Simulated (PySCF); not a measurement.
C2H5Si, charge +1, multiplicity 1. Atoms are numbered in the order given.

```xyz
8

C      0.2907     1.6854     0.0000
Si    -0.3231     0.0944     0.0000
C      0.2101    -1.6682     0.0000
H      0.2447     2.2773     0.9160
H      0.2447     2.2773    -0.9160
H      0.8336    -1.8145    -0.8909
H     -0.6386    -2.3506     0.0000
H      0.8336    -1.8145     0.8909
```
Charge +1, spin multiplicity 1.

Coordinates come from a TPSSh-D3(BJ)/def2-TZVP optimisation. The multiplicity is an assumed one; other spin states were not compared. The isomer is the one that the SMILES or the coordinates give; other isomers of the formula were not compared.

Computed with PBE0/def2-TZVPD (PySCF).

Symmetry labels are those of the subgroup Cs that the program uses (full group Cs).

Computed valence orbital energies around the gap with their symmetry:
```json
[
 {"orbital": "HOMO−7", "symmetry": "A'", "energy (eV)": "-26.35"},
 {"orbital": "HOMO−6", "symmetry": "A'", "energy (eV)": "-25.10"},
 {"orbital": "HOMO−5", "symmetry": "A'", "energy (eV)": "-19.22"},
 {"orbital": "HOMO−4", "symmetry": "A\"", "energy (eV)": "-17.96"},
 {"orbital": "HOMO−3", "symmetry": "A'", "energy (eV)": "-17.89"},
 {"orbital": "HOMO−2", "symmetry": "A\"", "energy (eV)": "-17.63"},
 {"orbital": "HOMO−1", "symmetry": "A'", "energy (eV)": "-16.20"},
 {"orbital": "HOMO", "symmetry": "A'", "energy (eV)": "-12.97"},
 {"orbital": "LUMO", "symmetry": "A'", "energy (eV)": "-8.52"},
 {"orbital": "LUMO+1", "symmetry": "A\"", "energy (eV)": "-8.32"},
 {"orbital": "LUMO+2", "symmetry": "A'", "energy (eV)": "-4.96"},
 {"orbital": "LUMO+3", "symmetry": "A'", "energy (eV)": "-3.38"}
]
```
